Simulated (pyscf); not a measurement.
## HO–Sb(OH)–OH, singlet

Gas-phase minimum from PySCF at ωB97X-D3(BJ)/def2-SVP, one conformer. 

```xyz
7

O     -0.2825    -1.3407     1.1722
Sb    -0.4821    -0.1858    -0.4126
O      0.6132    -1.2864    -1.6495
O     -2.0822    -1.0094    -1.2003
H     -0.5059    -2.2631     0.9836
H      1.5618    -1.2538    -1.4747
H     -1.8081    -1.7540    -1.7567
```
Charge 0, spin multiplicity 1.

Bond lengths (Å): O1–Sb2 1.971, O1–H5 0.968, Sb2–O3 1.985, Sb2–O4 1.964, O3–H6 0.965, O4–H7 0.969. Angles (°): Sb2–O1–H5 112.2, O1–Sb2–O3 96.9, O1–Sb2–O4 99.2, O3–Sb2–O4 88.1, Sb2–O3–H6 114.2, Sb2–O4–H7 108.8.

Properties at ωB97X-D3(BJ)/def2-SVP:

```
Property                                                                                                                                                                                          Value
---------------------------------------------------------------------------------------------------------------------  --------------------------------------------------------------------------------
Harmonic wavenumbers, unscaled                                                                                         94, 135, 203, 235, 329, 363, 626, 643, 663, 822, 840, 898, 3844, 3864, 3896 cm⁻¹
Zero-point energy                                                                                                                                                                         25.0 kcal/mol
Rotational symmetry number                                                                                                                                                                            1
Entropy of this conformer at 298 K and 1 atm, rigid rotor and harmonic oscillator, modes under 100 cm⁻¹ raised to 100                                                                   341.5 J/(mol K)
Dipole moment                                                                                                                                                                                    1.90 D
```

Single-point totals, which compare only within one level (frozen core for MP2 and CC):

```csv
level,total energy (hartree)
ωB97X-D3(BJ)/def2-TZVP,-468.00936
PBE/def2-TZVP,-467.66346
r²SCAN/def2-TZVP,-467.88508
B3LYP-D3(BJ)/def2-TZVP,-467.98975
PBE0-D3(BJ)/def2-TZVP,-467.66525
M06-2X/def2-TZVP,-467.73369
ωB97M-D3(BJ)/def2-TZVP,-467.99581
HF/def2-TZVPP,-465.75499
MP2/def2-TZVPP,-466.83615
CCSD/def2-TZVPP,-466.82661
CCSD(T)/def2-TZVPP,-466.86503
```

Soft torsions are taken as harmonic, which can shift the entropy by several J/(mol K). The CCSD(T) − MP2 part came from Ansatz, without density fitting, on the same reference. The frozen core leaves the outer d or s,p core shells of the metals and heavy elements correlated in the MP2 and CC values, and def2-TZVPP describes them poorly, so these totals are far from the basis limit. Elements past Kr carry the def2 core potentials, without spin-orbit coupling.
